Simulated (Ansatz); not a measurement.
`O[SiH](O)[SiH2]Cl` + `FB1CC1Cl` → `O[SiH](F)[SiH2]Cl` + `OB1CC1Cl`  (redistribution)

Isolated molecules relaxed with PBE0-D4/def2-TZVP in Ansatz; ΔE leaves out vibrations. CCSD(T)/CBS is the MP2 limit (def2-TZVPP, def2-QZVPP) plus CCSD(T) − MP2 in def2-TZVPP, frozen cores. Functionals use def2-TZVPP. B3LYP here is the variant with VWN-RPA as its local correlation; programs differ in this. Each species was taken in one conformer, which may not be the lowest.

```csv
level,ΔE (kJ/mol)
B3LYP-D4,-53.4
PBE,-54.9
PBE0,-53.5
SCS-MP2/def2-QZVPP,-53.5
```

**Question.** What does CCSD(T)/CBS give? (An estimate is asked.)

**Answer.** Computed: -53.7 kJ/mol. The listed levels differ from it by 0.3, -1.2, 0.2, 0.2 kJ/mol.

Largest T1 diagnostic among the species: 0.012.

In def2-TZVPP, CCSD(T) changes the Hartree–Fock value by −5.4 kJ/mol (the triples alone add −0.9 kJ/mol) and MP2 by −6.4 kJ/mol.
